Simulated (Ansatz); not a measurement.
Job for Ansatz (a quantum-chemistry and plane-wave program): U-CCSD(T)/cc-pV(D+d)Z on H (SMILES [H]). The basis file is the Basis Set Exchange's JSON of that set.

Ansatz 0.2 input:
```yaml
crystal:
  periodic: [false, false, false]
  atoms:
    - {symbol: H, position_ang: [0.00000000, 0.00000000, 0.00000000]}
basis:
  gaussian:
    orbitals: cc-pV_D+d_Z.json
magnetization: {spin_polarized: true, initial_magnetization: 1}
correlation: {method: ccsd_t, electrons: outside_noble_gas}
scf: {omitted_lower_state_checks: [cluster_reference]}
```

Output:

```
WARN ansatz: RAYON_NUM_THREADS=1 ignored (pool sized by the plan → 1); use --threads N
Functional definition: HF
these checks for a lower state are left out or cut short: cluster_reference
integrals: 0.00 GiB planned
15 factors; integrals over basis functions are off by at most 5.2e-7 eV
mean field: 0.03 GiB planned
mean field evaluation 1: about -13.5522 eV, gradient 1.6e0 eV
mean field evaluation 2: about -13.5522 eV, gradient 1.6e0 eV
mean field evaluation 4: about -13.5861 eV, gradient 1.4e-4 eV
mean field evaluation 8: about -13.5861 eV, gradient 3.7e-7 eV
mean field -13.58605748 eV, -0.4992784034 hartree, gradient 3.7e-7 eV, S^2 0.750000; 0 other end points of the search recorded, 0 dependent functions left out
reference -13.58605748 eV, -0.4992784034 hartree; 1, 0 occupied and 4, 5 virtual orbitals, 15 factors
second order 0.00000000 eV of doubles, -0.00000000 eV of singles
coupled cluster: 0.03 GiB planned
cycle   1  -0.00000000 eV  change  -4.3e-16 eV  update   2.3e-9
perturbative correction 0.00000000 eV, 0.0000000000 hartree
Total energy: -13.58605748 eV, -0.4992784034 hartree
Checks for a lower state left out: cluster_reference
```

The calculation finished and met its thresholds.

Cost: very roughly 0.17 core-seconds.
